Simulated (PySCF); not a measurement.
**A run with a changed setting**

The sound run of [Pb(CN)]+ (singlet) uses PySCF 2.14.0, RKS BP86, Pb def2-SVP with ECP60, C def2-SVP, N def2-SVP; non-relativistic Hamiltonian with scalar-relativistic core potentials where named; density fitting; no spin-orbit coupling, grid (50, 194), threshold 1e-8 and 55 cycles at the relaxed geometry. This run, with dm0 from free metal ions and neutral atoms, differs:

```python
mol = gto.M(atom='''
Pb     0.00000     0.00000    -0.22158
C      0.00000     0.00000     2.01769
N      0.00000    -0.00000     3.20116''',
    basis={'Pb': 'def2-SVP', 'C': 'def2-SVP', 'N': 'def2-SVP'},
    ecp={'Pb': 'def2-SVP'},
    charge=1, spin=0)
mf = dft.RKS(mol, xc='B88,P86')
mf.grids.atom_grid = (50, 194)
mf = mf.density_fit()  # fitting sets: Pb def2-universal-JKFIT, C def2-universal-JKFIT, N def2-universal-JKFIT
mf.conv_tol = 1e-08; mf.max_cycle = 8
mf.kernel(dm0)
```

Problem. What was changed, and how did it end?

Solution. The cycle limit was cut. The SCF did not converge. These settings are unsound on purpose: the numbers aren't the compound's.
```
init E= -289.130698833417
cycle= 1 E= -277.061167877134  delta_E= 12.1  |g|= 3.04  |ddm|= 5.23
cycle= 2 E= -205.540567686672  delta_E= 71.5  |g|= 8.67  |ddm|= 22.5
cycle= 3 E= -272.557631006355  delta_E=  -67  |g|= 4.63  |ddm|= 20.4
cycle= 4 E= -281.831294042254  delta_E= -9.27  |g|=  2.7  |ddm|= 3.34
cycle= 5 E= -285.137871255543  delta_E= -3.31  |g|= 1.04  |ddm|=  4.2
cycle= 6 E= -284.892716774458  delta_E= 0.245  |g|= 1.53  |ddm|= 1.94
cycle= 7 E= -285.434482419381  delta_E= -0.542  |g|= 0.405  |ddm|= 0.93
cycle= 8 E= -285.482021219544  delta_E= -0.0475  |g|= 0.191  |ddm|= 0.671
SCF not converged.
```

Run from Python with OMP_NUM_THREADS=2; the lines above give its settings.
It took 0.4 s on 2 threads of Arm Neoverse V2, on a shared host.
